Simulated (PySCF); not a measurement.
How methods differ on the ionisation energy of As

As [Ar] 3d10 4s2 4p3 (4S) → As⁺ [Ar] 3d10 4s2 4p2 (3P), as a difference of total energies. All numbers are calculated (PySCF 2.14, scalar relativity by spin-free X2C-1e, in aug-cc-pVDZ-DK (6s5p3d, 36 functions)). Correlated levels: valence: [Ar] 3d10 frozen. The calculations carry no spin-orbit coupling.

```tsv
method	ionisation energy (eV)	plus first-order spin-orbit estimate	error of that sum (eV)
UHF	9.435	9.251	-0.538
MP2 (valence)	9.810	9.625	-0.164
SCS-MP2 (valence)	9.678	9.494	-0.295
CCSD (valence)	9.768	9.584	-0.205
CCSD(T) (valence)	9.779	9.595	-0.194
CCSDT (valence)	9.780	9.596	-0.193
```

Reference: 9.789 eV (measured; NIST Atomic Spectra Database, ionization energies).

A first-order spin-orbit estimate (lowest level to lowest level, LS coupling) adds -0.184 eV.

Errors of the correlated levels include the incompleteness of this basis and the frozen core.
